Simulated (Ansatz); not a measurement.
# Relative stability

The two ends of one reaction step of SiH7O2F, closed shell (PBE0-D4/def2-TZVP).

A:

```json
{"atom": "Si1", "x (Å)": "-0.7141", "y (Å)": "0.4863", "z (Å)": "-1.4556"}
{"atom": "H2", "x (Å)": "0.0428", "y (Å)": "-0.8071", "z (Å)": "-1.3037"}
{"atom": "H3", "x (Å)": "-0.6610", "y (Å)": "0.8597", "z (Å)": "-2.8865"}
{"atom": "H4", "x (Å)": "-2.1134", "y (Å)": "0.1886", "z (Å)": "-1.0473"}
{"atom": "O5", "x (Å)": "-0.0258", "y (Å)": "1.6874", "z (Å)": "-0.5982"}
{"atom": "H6", "x (Å)": "0.5719", "y (Å)": "0.0051", "z (Å)": "1.8153"}
{"atom": "F7", "x (Å)": "0.2053", "y (Å)": "0.8664", "z (Å)": "2.0235"}
{"atom": "H8", "x (Å)": "0.8790", "y (Å)": "-1.3639", "z (Å)": "0.2764"}
{"atom": "O9", "x (Å)": "1.0853", "y (Å)": "-1.3557", "z (Å)": "1.2213"}
{"atom": "H10", "x (Å)": "0.0163", "y (Å)": "1.5949", "z (Å)": "0.3661"}
{"atom": "H11", "x (Å)": "0.7134", "y (Å)": "-2.1616", "z (Å)": "1.5889"}
```

B:

```xyz
11
angstrom
Si -0.2970 1.1215 -0.1705
H 0.6409 -2.6022 -1.9259
H 0.8201 0.5852 -0.9598
H -1.4788 0.2415 -0.0365
O -0.7125 2.5273 -0.8943
H 0.9239 -0.7258 1.8133
F 0.2136 1.4356 1.3216
H 0.7772 -2.2909 -1.2599
O 0.6609 -1.3761 1.1556
H -1.5126 2.9732 -0.6148
H -0.0358 -1.8893 1.5714
```

Ansatz 0.2.0; basis: def2-TZVPP; cores frozen in the correlated methods. B3LYP uses VWN-RPA correlation.

Q: Which structure is lower at CCSD(T), and by how much? (Judge from chemistry; the value comes from the calculation.)

A: Computed: B, by 20.17 kcal/mol (electronic energy, against the other). By their contacts, A is a complex of SiH₄O ([OH][SiH3]) + H₂O + HF and B is a complex of SiH₃OF ([OH][SiH2][F]) + H₂O + H₂.

All methods give the same order:

```
      method  E(B) − E(A) (kcal/mol)
       SPW92                  -10.69
      PBE-D4                  -16.04
     BLYP-D4                  -18.95
   r2SCAN-D4                  -19.99
      B97M-V                  -20.41
     PBE0-D4                  -16.92
    B3LYP-D4                  -19.19
  r2SCAN0-D4                  -19.79
    BHLYP-D4                  -20.41
CAM-B3LYP-D4                  -19.01
     wB97X-V                  -20.03
     wB97M-V                  -20.58
      B2PLYP                  -20.12
    PBE-QIDH                  -18.93
  RPA on PBE                  -20.66
          HF                  -24.30
         MP2                  -21.04
        CCSD                  -20.66
     CCSD(T)                  -20.17
```

T1 diagnostic: at most 0.011.

Labels in which every atom is bracketed show which atoms are joined, not bond orders.

For scale, one of the runs: CCSD(T)/def2-TZVPP, 233 basis functions, launched by `ansatz run in.yaml --threads 4 --pin off --events-out ev --progress --plain --max-ram 9574MiB`. The run took 30 s on 4 CPU threads of an Intel Xeon 6975P-C (shared host), with 4.7 GiB of host memory at its peak.
